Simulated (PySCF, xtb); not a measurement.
CH₄ClNSW, SMILES [S]=[W]([Cl])(=[NH])[CH3], multiplicity 1.

GFN2-xTB (xtb) at its own geometry gives an orbital gap of 1.62 eV and a dipole moment of 4.83 D.

The structure is a stationary point at PBE0-D3(BJ)/def2-SVP. The multiplicity is an assumed one; no other spin state was optimised. The structure was generated by enumeration; whether it is a known compound was not checked. The def2 effective core potentials stand for the cores of W; spin–orbit coupling is left out.

Q: What does PBE/def2-TZVP run with PySCF give? (An estimate is asked for; the answer gives what the named calculation found.)

A: gap 2.93 eV (levels -6.39 and -3.46 eV), dipole 2.06 D.
